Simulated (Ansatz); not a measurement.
Molecule: C3H9AlO2, net charge 0, singlet state. 
Geometry from a B3LYP-D3(BJ)/def2-TZVP (Ansatz, a program for electronic structure) optimisation:
SMILES: [O]([Al]([CH3])[O]C)C
```xyz
15

C     -0.1831     2.4547     0.1562
O     -0.8427     1.2193     0.0698
Al    -0.4651    -0.4228    -0.0539
C     -1.9083    -1.7059    -0.2190
O      1.1339    -0.9702    -0.0368
C      2.4251    -0.4375     0.1016
H     -0.6980     3.1932    -0.4650
H      0.8584     2.3980    -0.1799
H     -0.1863     2.8212     1.1878
H     -1.5323    -2.7272    -0.2929
H     -2.5795    -1.6515     0.6416
H     -2.5146    -1.5007    -1.1046
H      3.0231    -1.0816     0.7526
H      2.9245    -0.3847    -0.8711
H      2.4194     0.5690     0.5348
```

Property: atomisation energy (electronic, to ground-state atoms), in kJ/mol. Valence correlation only, unless marked. Open shells are spin-unrestricted. No spin-orbit coupling. No relativistic terms. The coupled-cluster limit lacks core correlation, which all-electron functionals hold. Basis-set limits of correlation are two-point, X^-3; Hartree-Fock from the larger set.

```
level                       program  atomisation energy (kJ/mol)
-------------------  --------------  ---------------------------
PBE0/def2-TZVPD              Ansatz                       5742.6
PBE0/def2-QZVPP              Ansatz                       5754.5
BHLYP-D4/def2-TZVPD  Ansatz + dftd4                       5617.4
BHLYP/def2-TZVPD             Ansatz                       5586.6
```

Q: What does CCSD(T)/CBS(cc-pV(T+d)Z,cc-pV(Q+d)Z) (Ansatz) give?

A: 5792.5 kJ/mol, so BHLYP/def2-TZVPD differs from it by -205.9 kJ/mol.
